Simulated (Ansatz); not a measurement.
Reaction (formal hydrolysis of the Al–F bond): `F[CH2][AlH][F]` + H₂O → `[OH][AlH][CH2]F` + H–F

Program: Ansatz. Geometries: PBE0-D4/def2-TZVP. ΔE: electronic, gas phase. CCSD(T)/CBS adds triple-zeta CCSD(T) − MP2 to the extrapolated MP2 energy (def2 sets, frozen cores). This one scheme is used for every species. Functionals use def2-TZVPP. B3LYP here is the variant with VWN-RPA as its local correlation; programs differ in this. HSE06 is defined as in plane-wave codes. One conformer a species, not always the lowest.

```json
{"level": "LDA (SPW92)", "ΔE (kJ/mol)": "39.1", "difference from CCSD(T)/CBS": "-5.0"}
{"level": "PBE-D4", "ΔE (kJ/mol)": "43.0", "difference from CCSD(T)/CBS": "-1.1"}
{"level": "revPBE-D4", "ΔE (kJ/mol)": "42.8", "difference from CCSD(T)/CBS": "-1.3"}
{"level": "BLYP-D4", "ΔE (kJ/mol)": "44.7", "difference from CCSD(T)/CBS": "0.6"}
{"level": "r2SCAN-D4", "ΔE (kJ/mol)": "44.6", "difference from CCSD(T)/CBS": "0.5"}
{"level": "B97M-V", "ΔE (kJ/mol)": "47.5", "difference from CCSD(T)/CBS": "3.4"}
{"level": "PBE0-D4", "ΔE (kJ/mol)": "42.8", "difference from CCSD(T)/CBS": "-1.3"}
{"level": "B3LYP-D4", "ΔE (kJ/mol)": "44.5", "difference from CCSD(T)/CBS": "0.4"}
{"level": "r2SCANh-D4", "ΔE (kJ/mol)": "44.3", "difference from CCSD(T)/CBS": "0.2"}
{"level": "r2SCAN0-D4", "ΔE (kJ/mol)": "43.8", "difference from CCSD(T)/CBS": "-0.3"}
{"level": "HSE06-D4", "ΔE (kJ/mol)": "42.6", "difference from CCSD(T)/CBS": "-1.5"}
{"level": "BHLYP-D4", "ΔE (kJ/mol)": "45.0", "difference from CCSD(T)/CBS": "0.9"}
{"level": "CAM-B3LYP-D4", "ΔE (kJ/mol)": "44.7", "difference from CCSD(T)/CBS": "0.6"}
{"level": "ωB97X-V", "ΔE (kJ/mol)": "44.6", "difference from CCSD(T)/CBS": "0.5"}
{"level": "ωB97M-V", "ΔE (kJ/mol)": "43.9", "difference from CCSD(T)/CBS": "-0.2"}
{"level": "B2PLYP", "ΔE (kJ/mol)": "44.7", "difference from CCSD(T)/CBS": "0.6"}
{"level": "PBE-QIDH", "ΔE (kJ/mol)": "42.7", "difference from CCSD(T)/CBS": "-1.4"}
{"level": "PBE", "ΔE (kJ/mol)": "44.2", "difference from CCSD(T)/CBS": "0.1"}
{"level": "revPBE", "ΔE (kJ/mol)": "45.7", "difference from CCSD(T)/CBS": "1.6"}
{"level": "r2SCAN", "ΔE (kJ/mol)": "45.0", "difference from CCSD(T)/CBS": "0.9"}
{"level": "PBE0", "ΔE (kJ/mol)": "43.8", "difference from CCSD(T)/CBS": "-0.3"}
{"level": "B3LYP", "ΔE (kJ/mol)": "46.4", "difference from CCSD(T)/CBS": "2.3"}
{"level": "r2SCANh", "ΔE (kJ/mol)": "44.6", "difference from CCSD(T)/CBS": "0.5"}
{"level": "r2SCAN0", "ΔE (kJ/mol)": "44.2", "difference from CCSD(T)/CBS": "0.1"}
{"level": "HSE06", "ΔE (kJ/mol)": "43.6", "difference from CCSD(T)/CBS": "-0.5"}
{"level": "CAM-B3LYP", "ΔE (kJ/mol)": "45.8", "difference from CCSD(T)/CBS": "1.7"}
{"level": "LC-ωPBE", "ΔE (kJ/mol)": "44.9", "difference from CCSD(T)/CBS": "0.8"}
{"level": "MP2/def2-SVP", "ΔE (kJ/mol)": "46.3", "difference from CCSD(T)/CBS": "2.2"}
{"level": "CCSD/def2-SVP", "ΔE (kJ/mol)": "47.7", "difference from CCSD(T)/CBS": "3.6"}
{"level": "CCSD(T)/def2-SVP", "ΔE (kJ/mol)": "47.1", "difference from CCSD(T)/CBS": "3.0"}
{"level": "HF/def2-TZVPP", "ΔE (kJ/mol)": "48.4", "difference from CCSD(T)/CBS": "4.3"}
{"level": "MP2/def2-TZVPP", "ΔE (kJ/mol)": "41.2", "difference from CCSD(T)/CBS": "-2.9"}
{"level": "SCS-MP2/def2-TZVPP", "ΔE (kJ/mol)": "43.0", "difference from CCSD(T)/CBS": "-1.1"}
{"level": "CCSD(T)/def2-TZVPP", "ΔE (kJ/mol)": "42.3", "difference from CCSD(T)/CBS": "-1.8"}
{"level": "HF/def2-QZVPP", "ΔE (kJ/mol)": "50.4", "difference from CCSD(T)/CBS": "6.3"}
{"level": "MP2/def2-QZVPP", "ΔE (kJ/mol)": "43.0", "difference from CCSD(T)/CBS": "-1.1"}
{"level": "SCS-MP2/def2-QZVPP", "ΔE (kJ/mol)": "44.6", "difference from CCSD(T)/CBS": "0.5"}
{"level": "HF/CBS(def2)", "ΔE (kJ/mol)": "50.6", "difference from CCSD(T)/CBS": "6.5"}
{"level": "MP2/CBS(def2)", "ΔE (kJ/mol)": "43.1", "difference from CCSD(T)/CBS": "-1.0"}
{"level": "CCSD/CBS(def2)", "ΔE (kJ/mol)": "45.2", "difference from CCSD(T)/CBS": "1.1"}
{"level": "CCSD(T)/CBS", "ΔE (kJ/mol)": "44.1", "difference from CCSD(T)/CBS": "0"}
```

Largest T1 diagnostic among the species: 0.012.

In def2-TZVPP, CCSD(T) changes the Hartree–Fock value by −6.2 kJ/mol (the triples alone add −1.0 kJ/mol) and MP2 by −7.2 kJ/mol. Leaving LDA and LC-ωPBE aside and taking each functional with its dispersion term where it has one, the values spread over 4.8 kJ/mol, from HSE06-D4 to B97M-V. LDA lies −5.1 kJ/mol from PBE without D4.
